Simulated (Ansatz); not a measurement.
Correlation energies of C3H11SbSi (`C[CH2][Sb]([CH3])[SiH3]`) by basis set

```xyz
16

C    -2.077    1.021    0.551
C    -1.339    0.062   -0.366
Sb    0.112   -1.172    0.690
C     1.090   -1.891   -1.104
Si    1.771    0.769    0.977
H    -2.827    1.598    0.001
H    -1.396    1.737    1.019
H    -2.597    0.493    1.354
H    -0.806    0.592   -1.158
H    -2.031   -0.635   -0.844
H     2.042   -2.351   -0.840
H     0.453   -2.644   -1.570
H     1.260   -1.074   -1.805
H     1.877    1.553   -0.288
H     3.123    0.248    1.319
H     1.345    1.694    2.063
```

Charge 0, multiplicity 1. Correlated methods include outer-core shells of Sb, which these sets cover unevenly. Sb takes the def2 core potential. The structure was optimised at the PBE0-D4/def2-TZVP level. It is one conformer, not always the lowest. Frozen core, restricted reference, Ansatz 0.2.0.

```json
{"basis": "def2-SVP", "HF (Eh)": "-648.00452", "MP2 corr.": "-0.66575", "CCSD corr.": "-0.74400", "(T)": "-0.02290", "CCSD(T) total": "-648.77142"}
{"basis": "def2-TZVPP", "HF (Eh)": "-648.24880", "MP2 corr.": "-1.02697", "CCSD corr.": "–", "(T)": "–", "CCSD(T) total": "–"}
{"basis": "def2-QZVPP", "HF (Eh)": "-648.26543", "MP2 corr.": "-1.30968", "CCSD corr.": "–", "(T)": "–", "CCSD(T) total": "–"}
```
